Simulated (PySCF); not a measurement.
C3H7ClOSi.
Atom-mapped SMILES: `[CH3:1]/[CH:2]=[C:3](/[Cl:4])[O:5][SiH3:6]` (hydrogens: H7, H8, H9 on C1; H10 on C2; H11, H12, H13 on Si6)

The calculation used PBE0-D3(BJ)/def2-SVP geometry optimisation, gas phase (PySCF).

(1) Give the optimised bond lengths and angles.

Answers

(1) 
```csv
bond,length (Å),order
C1–C2,1.491,single
C2=C3,1.336,double
C3–Cl4,1.753,single
C3–O5,1.335,single
O5–Si6,1.691,single
"C1–H7, C1–H8, C1–H9",1.101,single
C2–H10,1.092,single
"Si6–H11, Si6–H12, Si6–H13",1.488,single
```

Bonds in one row agree within 0.01 Å and their mean is given. Orders are formal, as drawn. A selection of angles:
```csv
angle,degrees
C2–C1–H7,111.2
H7–C1–H8,108.2
C1–C2–C3,123.5
C1–C2–H10,119.5
C3–C2–H10,117.1
C2–C3–Cl4,120.9
C2–C3–O5,124.4
Cl4–C3–O5,114.6
C3–O5–Si6,129.5
O5–Si6–H11,103.1
O5–Si6–H12,111.0
H11–Si6–H12,110.4
H12–Si6–H13,110.7
```

Torsions: C1–C2–C3–Cl4 180° (antiperiplanar); C2–C3–O5–Si6 180° (antiperiplanar).

The C–C distances run from 1.336 Å (C2=C3, drawn double) to 1.491 Å (C1–C2, drawn single), a spread of 0.155 Å. The 6 heavy atoms lie in one plane (0.000 Å rms). Of the pairs four or more bonds apart, O5···H7 is among the closest relative to their van der Waals radii: 2.50 Å, 92 % of the sum of Bondi's values. Si6 (oxygen-bound silicon) is distorted tetrahedral (angles from 103.1° to 111.0°).

Point group: Cs (tolerance 0.08 Å). Whether it is a minimum is left open (no frequencies). The numbers are those of one conformer.

Time: 51 s of wall time; peak memory 0.53 GiB. Hardware: an Arm Neoverse V2 with one thread, shared host. That covers the optimisation of the geometry.
